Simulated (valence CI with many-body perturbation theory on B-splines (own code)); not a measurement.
# Questions on V I

Calculated by valence CI with perturbative core correlation (CI+MBPT): five valence electrons over a frozen Dirac-Fock core [Ar], a basis of 7 s, 7 p, 8 d, 6 f, 4 g, 1 h functions for each j, with the one-electron correlation potential Σ1, the two-electron term Σ2, the three-electron term Σ3, Breit, model QED; selected CI, second order for the rest, scaled by the run's own slope (own B-spline code, finite nucleus).

Against 15 measured levels this calculation errs by 761 cm⁻¹ on average and by 1234 at most. These come from a selection out of the NIST Handbook of Basic Atomic Spectroscopic Data. Levels without a partner in it may be off by more, other configurations by 1,000 to 4,000 cm⁻¹. Among the levels kept, up to 2200 cm⁻¹ of a level comes from second order outside the variational space, and about a tenth of that is noise between levels of different J, which matters for small intervals.

Rates and lifetimes use the calculated energies. Strong lines usually hold to 10 to 20 %, long lifetimes can be off by a factor of two.

Q: What is the ground level?

A: 3d3.4s2 4F_3/2, composition 90 % 3d3.4s2 4F + 4 % 3d3.4p2 4F, g = 0.399.

Q: Name the longest-lived excited levels whose lifetime is computed, and their main decay.

A: 3d3.4s2 4F_5/2 at 0.0180 eV lives 7510 s, mostly by M1 to 3d3.4s2 4F_3/2; 3d3.4s2 4F_7/2 at 0.0409 eV lives 3650 s, mostly by M1 to 3d3.4s2 4F_5/2; 3d3.4s2 4P_5/2 at 1.236 eV lives 318 s, mostly by E2 to 3d3.4s2 4F_9/2. The lifetime of 3d3.4s2 4F_9/2 is too uncertain to give, and may be longer. The lifetime of 3d4.4s 6D_1/2 is too uncertain to give, and may be longer. The lifetime of 3d4.4s 6D_3/2 is too uncertain to give, and may be longer.

Q: How well does LS coupling describe the low levels?

A: Among the lowest 20 levels the leading LS term, summed over configurations, holds 97 % on average. For single configurations the figures are 86 % in LS and 44 % in jj coupling. Terms mix most in the J = 3/2 level at 1.758 eV, where the leading one holds 82 %.

Q: Where does the other parity begin?

A: At 3d3.4s.4p 6G°_3/2, 1.952 eV.

Q: How is the term 4F of the ground level split?

A: J = 3/2 at 0.0000, J = 5/2 at 0.0180, J = 7/2 at 0.0409, J = 9/2 at 0.0652 eV.
